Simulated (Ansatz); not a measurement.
B$_{2}$H$_{6}$O$_{2}$Sn, SMILES `B[O][SnH2][BH]O`, relaxed with RKS PBE-D4/def2-SVP in Ansatz from a rough embedded geometry. The force threshold is 0.03 eV/Å; the program also tests the step.

Total charge 0; spin multiplicity 1. Sn takes the def2 core potential.

Start:

```xyz
11

B     1.700    0.692    0.863
O     0.412    1.255    1.247
Sn   -0.787    0.985   -0.336
B    -1.200   -1.250   -0.472
O    -0.686   -2.160    0.441
H     2.017   -0.379    1.018
H     2.509    1.448    0.320
H    -2.227    1.835   -0.072
H     0.031    1.543   -1.733
H    -1.945   -1.564   -1.347
H     0.176   -2.404    0.069
```

Q: How much energy does the relaxation release, and in how many steps? (Estimate.)

A: The calculation gave: 1.89 eV, in 18 steps.

Q: Which bonds change most? (Estimate.)

A: Ansatz gave: B1–O2 from 1.457 to 1.332 Å; B1–H6 from 1.127 to 1.251 Å; O2–Sn3 from 2.004 to 2.090 Å; B4–O5 from 1.388 to 1.340 Å.

Q: Give the relaxed structure. (Estimate.)

A: Computed: 
```xyz
11

B     1.683    0.567    0.877
O     0.690    1.396    0.560
Sn   -0.943    0.941   -0.663
B    -1.223   -1.324   -0.423
O    -0.271   -2.071    0.153
H     1.757   -0.599    0.430
H     2.580    0.935    1.623
H    -2.131    1.999    0.012
H    -0.441    1.595   -2.187
H    -2.251   -1.870   -0.785
H     0.550   -1.570    0.402
```
